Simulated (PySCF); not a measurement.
**Working out the ionisation energy of Tc+**

Tc+ [Kr] 4d5 5s1 (7S) → Tc(2+) [Kr] 4d5 (6S). All numbers are calculated (PySCF 2.14, the spin-free X2C one-electron Hamiltonian (Gaussian nucleus), in x2c-TZVPPall with one added diffuse shell each of s, p, d, f type (9s7p7d3f1g, 95 functions)). Frozen: [Kr]. Energies in hartree (1 hartree = 27.21139 eV):

```tsv
part	Tc+ (lower)	Tc(2+) (upper)
UHF	-4282.843096	-4282.319459
CCSD correlation	-0.086276	-0.065100
(T)	-0.001595	-0.000779
```

Q: What does Hartree-Fock give?

A: (-4282.319459) − (-4282.843096) = 0.523637 hartree = 14.249 eV.

Q: What do CCSD and CCSD(T) give?

A: The CCSD correlation energies differ by 0.021176 hartree = 0.576 eV and the triples by 0.000816 hartree = 0.022 eV, so CCSD gives 14.825 eV and CCSD(T) 14.847 eV.

A first-order spin-orbit estimate adds 0.000 eV to CCSD(T) (valence), giving 14.847 eV against 15.26 eV (semi-empirical (NIST evaluation); NIST Atomic Spectra Database, ionization energies).

What remains against the reference includes basis incompleteness, the frozen core and higher excitations.
